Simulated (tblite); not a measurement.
Run record: tight-binding relaxation, `C(=C/C=C\C(=C)Cl)/[Se]C=C`.

Computed with GFN2-xTB geometry optimisation, gas phase (tblite 0.8.0). Start geometry: from a force field or distance geometry. A driver script takes a list of jobs; this job's settings line and coordinates (Å) are shown.

Command:
```bash
OMP_NUM_THREADS=1 python probes_run.py task.json out
```

Input:
```
{"job": {"kind": "relax", "xc": "GFN2-xTB", "basis": "xTB"}, "charge": 0, "multiplicity": 1}
C      4.596000    -0.178400     0.412100
C      3.754200    -0.103400     1.439900
Se     2.023500     0.641600     1.086000
C      0.854400    -0.841500     0.760200
C     -0.384700    -0.723700     0.322200
C     -0.841200     0.624200     0.056900
C     -2.023100     0.931600    -0.391900
C     -3.086500     0.029500    -0.706000
C     -4.217100     0.596800    -1.154500
Cl    -3.126400    -1.705800    -0.597600
H      5.591500    -0.575200     0.469300
H      4.272600     0.178400    -0.581300
H      4.033300    -0.450200     2.450300
H      1.221100    -1.865600     0.965900
H     -0.931000    -1.623100     0.183700
H     -0.141400     1.457500     0.265400
H     -2.221300     2.004300    -0.529900
H     -4.334700     1.650600    -1.268200
H     -5.048900    -0.038400    -1.402600
```

Output:
```
step      E/eV     max force
  0    -797.31326    2.274
  1    -797.44795    1.637
  2    -797.53104    0.779
  3    -797.61899    0.829
  4    -797.68640    0.746
  5    -797.72031    0.454
  6    -797.73802    0.358
  7    -797.75423    0.363
  8    -797.77269    0.376
  9    -797.78889    0.320
... (166 lines left out)
176    -798.01336    0.027
177    -798.01349    0.045
178    -798.01361    0.039
179    -798.01371    0.022
180    -798.01378    0.012
181    -798.01384    0.016
182    -798.01389    0.018
183    -798.01393    0.016
184    -798.01396    0.012
185    -798.01398    0.008
```

«max force» is the largest atomic force in eV/Å.

Question: From which step on does the largest force stay under 0.1 eV/Å, and how much energy is left to gain from there?

Answer: From step 124 (0.056 eV/Å), 6.9 meV above the end.

In short: energy lowered by 16.2 kcal/mol over 185 steps; largest atomic force 0.008 eV/Å at the end.

Question: Where do the atoms end?

Answer: 0.749 Å rms from the input after alignment:
```
atom  x, y, z in Å
C1     5.0270   -0.0010    0.9945
C2     3.7875   -0.4569    0.9308
Se3    2.3177    0.5634    0.2977
C4     0.9931   -0.7613    0.5179
C5    -0.3136   -0.6245    0.2390
C6    -0.8820    0.5870   -0.2621
C7    -2.1554    0.8823   -0.5920
C8    -3.3641    0.0973   -0.5758
C9    -4.5589    0.6111   -0.8802
Cl10  -3.3083   -1.5890   -0.1630
H11    5.8312   -0.6165    1.3613
H12    5.2844    0.9979    0.6837
H13    3.5218   -1.4591    1.2399
H14    1.3823   -1.6947    0.9035
H15   -0.9570   -1.4728    0.4117
H16   -0.1552    1.3887   -0.3807
H17   -2.3452    1.8927   -0.9334
H18   -4.6608    1.6481   -1.1460
H19   -5.4543    0.0166   -0.8669
```

Question: Estimate the wall time. Hardware: Intel Xeon at 2.50 GHz, one thread, no GPU, shared host with 64 logical CPUs at a one-minute load of 16.

Answer: About 7.0 s.
Labels such as C1 count atoms from 1, the log's own numbers from 0.
